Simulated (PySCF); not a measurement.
CH6BClOSi. Atoms are numbered in the order given.

```xyz
11

B      0.1122    -0.1969     0.1085
Cl     0.6625    -0.7659     1.7006
O      0.3277    -1.0394    -0.9138
C     -0.0324    -0.7840    -2.2596
H     -0.5010     0.2064    -2.3870
H      0.8717    -0.8368    -2.8842
H     -0.7372    -1.5607    -2.5923
Si    -0.7753     1.6339    -0.0329
H     -0.8588     2.2982     1.3001
H     -2.1603     1.5148    -0.5955
H     -0.0121     2.5271    -0.9650
```

Geometry optimised at r2SCAN-D4/def2-SVP. The structure was generated by enumeration, and PubChem lists no compound with its InChIKey, so it may never have been made. The values are those of a single conformer.

Method: PySCF with r2SCAN-D4/def2-SVP.

Frequencies are harmonic and unscaled.

Question: List the normal modes with their intensities. (The exact figures need the calculation; the answer reports its results.)

Answer: 
```
mode  ν (cm⁻¹)  IR (km/mol)  Raman (Å⁴/amu)  depolarisation   moving atoms (share of kinetic energy)
----  --------  -----------  --------------  --------------  ---------------------------------------
1           51          0.1             0.0               –                                   H 98 %
2           75          0.0             0.0               –                                   H 91 %
3          163          1.7             0.4            0.71         Si 28 %, C 24 %, H 23 %, Cl 17 %
4          166          3.6             0.2            0.75                   O 43 %, H 27 %, C 19 %
5          222          0.6             2.0            0.45  Si 29 %, Cl 27 %, C 15 %, H 14 %, O 9 %
6          322         15.6             1.5            0.75                    H 47 %, B 42 %, O 9 %
7          379          9.4             1.6            0.63          O 36 %, C 21 %, Cl 20 %, H 16 %
8          449         11.1             8.9            0.12  Cl 28 %, Si 26 %, O 20 %, H 12 %, B 9 %
9          568         32.4             7.9            0.71                   H 74 %, Si 15 %, O 9 %
10         614          7.1             3.3            0.75                  H 46 %, B 41 %, Si 10 %
11         862        288.8            10.7            0.65                           H 77 %, B 16 %
12         926          6.4            24.8            0.75                           H 82 %, B 12 %
13         940         30.6            28.2            0.75                                   H 98 %
14         955        123.5             1.1            0.75                           B 56 %, H 31 %
15        1025         15.7             3.6            0.61                   C 40 %, O 31 %, B 21 %
16        1172         27.8             3.6            0.69                           H 71 %, C 20 %
17        1177          0.2             1.0            0.75                           H 76 %, C 19 %
18        1377        330.3             9.5            0.40           B 33 %, O 30 %, H 24 %, C 13 %
19        1460          3.3            14.7            0.75                                   H 97 %
20        1479         10.9            25.4            0.68                                   H 96 %
21        1493         72.0             3.7            0.74                   H 67 %, O 16 %, B 14 %
22        2194         61.3           197.9            0.06                                   H 98 %
23        2195         96.2            97.1            0.74                                   H 96 %
24        2239         82.5           124.7            0.34                                   H 97 %
25        3025         37.1           163.3            0.03                                   H 97 %
26        3130         24.8            59.3            0.46                           H 90 %, C 10 %
27        3149         11.0           104.4            0.75                           H 90 %, C 10 %
```
